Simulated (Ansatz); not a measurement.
Geometry optimisation of Zn6S5Cl2, a halide-capped cluster cut from wurtzite ZnS (2 Cl on the cations).

```yaml
crystal:
  periodic: [false, false, false]
  atoms:
    - {symbol: Zn, position_ang: [0.712850, -2.116920, -1.211330]}
    - {symbol: S, position_ang: [-0.727970, -0.482390, -0.458040]}
    - {symbol: S, position_ang: [0.359080, -1.633200, 3.324430]}
    - {symbol: Zn, position_ang: [-0.912360, -0.115880, 2.292820]}
    - {symbol: Zn, position_ang: [-1.203380, 1.306430, -1.841050]}
    - {symbol: S, position_ang: [-1.735960, 1.925950, 2.652400]}
    - {symbol: S, position_ang: [2.719330, -1.171560, -0.306420]}
    - {symbol: Zn, position_ang: [1.800140, -1.662840, 1.730820]}
    - {symbol: Zn, position_ang: [1.404100, 0.702520, -0.509070]}
    - {symbol: S, position_ang: [0.502890, 2.758770, -0.998490]}
    - {symbol: Zn, position_ang: [-0.715460, 2.734720, 0.941550]}
    - {symbol: Cl, position_ang: [0.435120, -3.953900, -2.253700]}
    - {symbol: Cl, position_ang: [-2.638380, 1.708300, -3.363930]}
basis:
  gaussian: {orbitals: def2-SVP}
hamiltonian: {xc: pbe, dispersion: d4}
scf: {lower_state_search: "off"}
output: {orbitals: {seedname: orbitals}}
relax: {f_tol: 0.03, max_steps: 70}
```

```sh
$ ansatz run in.yaml --threads 2 --pin off --events-out ev --progress --plain --max-ram 32768MiB --backend cuda --devices 0, --max-vram 18GiB
```

It prints (some lines left out):

```
Functional definition: PBE
mean field -369610.83379912 eV, -13582.9476108964 hartree, gradient 3.1e-6 eV, S^2 0.000000; 0 other end points of the search recorded, 0 dependent functions left out
relax step   1: F+E_penalty+E_count = -369611.93569198 eV  Δ(F+E_penalty+E_count) = +0.000e0 eV  max|allowed force component| = 6.140e-1 eV/Å  Δτ_max = 0.0000 Å  (21 SCF iters, accepted)
mean field -369611.10605272 eV, -13582.9576160315 hartree, gradient 1.4e-6 eV, S^2 0.000000; 0 other end points of the search recorded, 0 dependent functions left out
relax step   2: F+E_penalty+E_count = -369612.24357618 eV  Δ(F+E_penalty+E_count) = -3.079e-1 eV  max|allowed force component| = 2.647e-1 eV/Å  Δτ_max = 0.1946 Å  (25 SCF iters, accepted)
mean field -369611.13333572 eV, -13582.9586186635 hartree, gradient 1.1e-6 eV, S^2 0.000000; 0 other end points of the search recorded, 0 dependent functions left out
relax step   3: F+E_penalty+E_count = -369612.27454681 eV  Δ(F+E_penalty+E_count) = -3.097e-2 eV  max|allowed force component| = 7.723e-2 eV/Å  Δτ_max = 0.0468 Å  (20 SCF iters, accepted)
mean field -369611.13906451 eV, -13582.9588291923 hartree, gradient 1.5e-6 eV, S^2 0.000000; 0 other end points of the search recorded, 0 dependent functions left out
relax step   4: F+E_penalty+E_count = -369612.27898209 eV  Δ(F+E_penalty+E_count) = -4.435e-3 eV  max|allowed force component| = 5.023e-2 eV/Å  Δτ_max = 0.0209 Å  (20 SCF iters, accepted)
mean field -369611.13238706 eV, -13582.9585838008 hartree, gradient 1.2e-6 eV, S^2 0.000000; 0 other end points of the search recorded, 0 dependent functions left out
relax step   5: F+E_penalty+E_count = -369612.27268395 eV  Δ(F+E_penalty+E_count) = +6.298e-3 eV  max|allowed force component| = 1.683e-1 eV/Å  Δτ_max = 0.1624 Å  (20 SCF iters, rejected (line search))
mean field -369611.14306325 eV, -13582.9589761435 hartree, gradient 2.9e-6 eV, S^2 0.000000; 0 other end points of the search recorded, 0 dependent functions left out
relax step   6: F+E_penalty+E_count = -369612.28177124 eV  Δ(F+E_penalty+E_count) = -2.789e-3 eV  max|allowed force component| = 1.187e-2 eV/Å  Δτ_max = 0.0792 Å  (18 SCF iters, accepted)
mean field -369611.14471161 eV, -13582.9590367194 hartree, gradient 1.6e-6 eV, S^2 0.000000; 0 other end points of the search recorded, 0 dependent functions left out
relax step   7: F+E_penalty+E_count = -369612.28243362 eV  Δ(F+E_penalty+E_count) = -6.624e-4 eV  max|allowed force component| = 2.335e-2 eV/Å  Δτ_max = 0.0577 Å  (20 SCF iters, accepted)
mean field -369611.14584107 eV, -13582.9590782265 hartree, gradient 1.9e-6 eV, S^2 0.000000; 0 other end points of the search recorded, 0 dependent functions left out
relax step   8: F+E_penalty+E_count = -369612.28289003 eV  Δ(F+E_penalty+E_count) = -4.564e-4 eV  max|allowed force component| = 2.931e-2 eV/Å  Δτ_max = 0.0737 Å  (19 SCF iters, accepted)
Total energy: -369612.28297202 eV, -13583.0008670181 hartree
Atom 0 at     0.703597    -2.081297    -1.153656 Å, force    -0.003745    -0.027306    -0.014051 eV/Å
Atom 1 at    -0.840900    -0.513856    -0.250657 Å, force    -0.010994    -0.013423    -0.005653 eV/Å
Atom 2 at     0.339303    -1.693941     3.285891 Å, force     0.004580    -0.005813     0.007090 eV/Å
Atom 3 at    -0.812045    -0.033199     2.330423 Å, force    -0.000053     0.001402    -0.012042 eV/Å
Atom 4 at    -1.179118     1.285602    -1.771569 Å, force    -0.017666     0.001965    -0.006010 eV/Å
Atom 5 at    -1.735755     1.982702     2.613148 Å, force    -0.002002     0.011588     0.005478 eV/Å
Atom 6 at     2.758065    -1.101248    -0.315669 Å, force    -0.005758     0.006124    -0.006048 eV/Å
Atom 7 at     1.639862    -1.497470     1.592769 Å, force    -0.000358    -0.004697    -0.000761 eV/Å
Atom 8 at     1.269685     0.635971    -0.423980 Å, force     0.013207     0.011490     0.006480 eV/Å
Atom 9 at     0.599389     2.746017    -1.012217 Å, force     0.007008    -0.005313    -0.004823 eV/Å
Atom 10 at    -0.619606     2.517887     0.862246 Å, force    -0.005169    -0.002081    -0.000306 eV/Å
Atom 11 at     0.436799    -3.798526    -2.385728 Å, force     0.004392     0.029306     0.017380 eV/Å
Atom 12 at    -2.559276     1.551357    -3.371012 Å, force     0.016558    -0.003242     0.013266 eV/Å
Dipole moment:     0.813896     0.542025     0.448049 e Å
Checks for a lower state left out: stability, starts, cluster_reference, orbital_swaps, neighbouring_geometries, increment
```

Run time 37 s (2 threads of AMD EPYC 7R13 on a shared host and a share (18 GiB) of an NVIDIA H100 80GB HBM3), peak host memory 0.99 GiB.
